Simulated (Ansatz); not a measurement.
Cost and result up the ladder for ZnBr2 (the lowest singlet isomer of a short search) (3 atoms). Total charge 0; singlet. Geometry: PBE0-D4/def2-TZVP.

Cartesian coordinates in Å:
```
Zn 0.000 0.000 0.000
Br -1.014 -1.048 1.680
Br 1.014 1.049 -1.679
```

Ansatz on 4 threads of Arm Neoverse V2 on a shared host. Times are rough, and most runs start from the orbitals of an earlier one. CAM-B3LYP-D4/def2-TZVP serves as the yardstick here, not as an exact answer. Differences are given only for rows in sets of like size (and for xTB, whose basis is part of the method), since another set adds its own error. Binding counts from free atoms at the same level (Zn singlet, Br doublet; other spins of the atoms weren't run), without zero-point energy or a counterpoise term.

The 6-31G sets use Cartesian d functions. Correlated methods freeze 27 core orbitals; core or outer-core shells of Br are correlated, in sets that lack core-valence functions. The structure comes from a short search, and lower isomers may exist.

Correlated methods converge slowly with the basis.

| level | functions | wall time |
| --- | --- | --- |
| HF/6-31G | 87 | 0.55 s |
| PBE-D4/def2-SVP | 95 | 0.6 s |
| PBE-D4/def2-TZVP | 144 | 0.95 s |
| PBE0-D4/def2-SVP | 95 | 0.95 s |
| revPBE-D4/def2-TZVP (with forces) | 144 | 1.1 s |
| PBE-D4/def2-TZVPD | 165 | 1.3 s |
| MP2/def2-TZVP | 144 | 1.3 s |
| PBE0-D4/def2-TZVP | 144 | 1.8 s |
| RPA@PBE/def2-TZVP | 144 | 1.8 s |
| CAM-B3LYP-D4/def2-TZVP | 144 | 1.9 s |
| PBE0-D4/def2-TZVPD | 165 | 2.3 s |
| r2SCAN-D4/def2-TZVPD | 165 | 2.6 s |
| r2SCANh-D4/def2-TZVP | 144 | 3.1 s |
| CCSD(T)/def2-TZVPP | 160 | 6.5 s |

Question: Estimate what each level gives for the binding energy per atom (eV).

Answer: 
```json
{"level": "HF/6-31G", "binding energy per atom (eV)": "1.44", "difference from CAM-B3LYP-D4/def2-TZVP (eV)": "–"}
{"level": "PBE-D4/def2-SVP", "binding energy per atom (eV)": "2.05", "difference from CAM-B3LYP-D4/def2-TZVP (eV)": "–"}
{"level": "PBE-D4/def2-TZVP", "binding energy per atom (eV)": "1.96", "difference from CAM-B3LYP-D4/def2-TZVP (eV)": "0.07"}
{"level": "PBE0-D4/def2-SVP", "binding energy per atom (eV)": "2.05", "difference from CAM-B3LYP-D4/def2-TZVP (eV)": "–"}
{"level": "revPBE-D4/def2-TZVP (with forces)", "binding energy per atom (eV)": "1.87", "difference from CAM-B3LYP-D4/def2-TZVP (eV)": "-0.02"}
{"level": "PBE-D4/def2-TZVPD", "binding energy per atom (eV)": "1.97", "difference from CAM-B3LYP-D4/def2-TZVP (eV)": "0.08"}
{"level": "MP2/def2-TZVP", "binding energy per atom (eV)": "2.07", "difference from CAM-B3LYP-D4/def2-TZVP (eV)": "0.18"}
{"level": "PBE0-D4/def2-TZVP", "binding energy per atom (eV)": "1.99", "difference from CAM-B3LYP-D4/def2-TZVP (eV)": "0.10"}
{"level": "RPA@PBE/def2-TZVP", "binding energy per atom (eV)": "1.65", "difference from CAM-B3LYP-D4/def2-TZVP (eV)": "-0.24"}
{"level": "CAM-B3LYP-D4/def2-TZVP", "binding energy per atom (eV)": "1.89", "difference from CAM-B3LYP-D4/def2-TZVP (eV)": "0.00"}
{"level": "PBE0-D4/def2-TZVPD", "binding energy per atom (eV)": "2.00", "difference from CAM-B3LYP-D4/def2-TZVP (eV)": "0.11"}
{"level": "r2SCAN-D4/def2-TZVPD", "binding energy per atom (eV)": "2.06", "difference from CAM-B3LYP-D4/def2-TZVP (eV)": "0.17"}
{"level": "r2SCANh-D4/def2-TZVP", "binding energy per atom (eV)": "2.04", "difference from CAM-B3LYP-D4/def2-TZVP (eV)": "0.15"}
{"level": "CCSD(T)/def2-TZVPP", "binding energy per atom (eV)": "1.90", "difference from CAM-B3LYP-D4/def2-TZVP (eV)": "0.01"}
```
